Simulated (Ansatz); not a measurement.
ZnI₂⁻, relaxed as a doublet with UKS r2SCAN-D4/def2-TZVPD in Ansatz, starting from the GFN1-xTB geometry. Force threshold 0.02 eV/Å.

In the def2 sets I takes a core potential; there is no spin–orbit coupling. In the doublet, I2 and I3 lie 3.24 Å apart (atoms count from 1), so these atoms are partly bonded to each other. The relaxation made no stability test and no search for a lower SCF solution. Another isomer (doublet) lies 1.43 eV lower at PBE0-D4/def2-TZVPD; other spin states weren't run for this one.

Start:

```
atom   x (Å)   y (Å)   z (Å)
 Zn1  -0.076  -1.862   0.202
  I2   1.480   0.951   0.581
  I3  -1.404   0.912  -0.783
```

Question: Estimate the energy that the relaxation releases and the steps that it takes.

Answer: 0.03 eV, in 5 steps; 18 s on 4 threads of Arm Neoverse V2 on a shared host. The force fell under the threshold at step 4, but the optimiser went on. No frequencies were taken in this run, so the end may be a saddle point.

Question: Does the start keep its bonding and symmetry?

Answer: By distances, no bond broke or formed. The bond that changes most is I2–I3, from 3.19 to 3.24 Å (atoms count from 1). Point group C2v at the start, C2v at the end, both within 0.05 Å; within 0.015 Å the end is Cs.

Question: Predict the relaxed structure.

Answer: 
```xyz
3

Zn   -0.082   -2.025    0.220
I     1.506    1.032    0.583
I    -1.424    0.993   -0.803
```
Bond lengths: 1 × I–I 3.24 Å.
